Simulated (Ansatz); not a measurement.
A further run on CrCl₃.

```yaml
crystal:
  periodic: [false, false, false]
  atoms:
    - {symbol: Cr, position_ang: [0.000251, -0.000470, -0.065037]}
    - {symbol: Cl, position_ang: [2.138736, -0.025913, 0.034066]}
    - {symbol: Cl, position_ang: [-1.046549, 1.865691, 0.005221]}
    - {symbol: Cl, position_ang: [-1.092438, -1.839308, 0.025750]}
basis:
  gaussian: {orbitals: cc-pVTZ-DK}
magnetization: {spin_polarized: true, initial_magnetization: 3}
hamiltonian: {xc: {name: r2SCAN50}, dispersion: d3bj}
scf: {omitted_lower_state_checks: [starts]}
output: {forces: true}
```

```sh
$ ansatz run in.yaml --threads 2 --pin off --events-out ev --progress --plain --max-ram 4352MiB
```

Output, abridged:

```
Warning: the engine holds no damping parameters fitted to this dispersion correction and functional, so the run takes those fitted to r2scan50 beside the three-body term, which d3bj leaves out (hamiltonian.dispersion, under Limitations)
Functional definition: r2SCAN50
1144 factors; integrals over basis functions are off by at most 5.6e-4 eV
mean field evaluation 1: about -66276.3732 eV, gradient 1.2e1 eV
mean field evaluation 2: about -66277.3740 eV, gradient 8.3e0 eV
mean field evaluation 4: about -66277.7767 eV, gradient 1.9e0 eV
mean field evaluation 8: about -66277.9098 eV, gradient 5.0e-1 eV
mean field evaluation 16: about -66277.9218 eV, gradient 1.2e-1 eV
mean field evaluation 32: about -66277.9312 eV, gradient 6.2e-4 eV
mean field -66277.93124890 eV, -2435.6690486016 hartree, gradient 7.2e-7 eV, S^2 3.839443; 0 other end points of the search recorded, 0 dependent functions left out
reference -66277.93125892 eV, -2435.6690489699 hartree; 39, 36 occupied and 131, 134 virtual orbitals, 1144 factors
Total energy: -66277.99195167 eV, -2435.6712793874 hartree
Relativity: scalar
Atom 0 at     0.000251    -0.000470    -0.065037 Å, force     0.002735    -0.001823    -0.294043 eV/Å
Atom 1 at     2.138736    -0.025913     0.034066 Å, force    -0.361464     0.004629     0.095885 eV/Å
Atom 2 at    -1.046549     1.865691     0.005221 Å, force     0.175176    -0.313506     0.100799 eV/Å
Atom 3 at    -1.092438    -1.839308     0.025750 Å, force     0.183553     0.310700     0.097359 eV/Å
Dipole moment:     0.000366    -0.000546    -0.090787 e Å
Checks for a lower state left out: starts
```

Hardware: 2 threads of AMD EPYC 7R43 on a shared host. Wall time 75 s, peak host memory 0.77 GiB.

DK, ANO-RCC and x2c sets are all-electron and run with scalar relativity unless a key says otherwise.
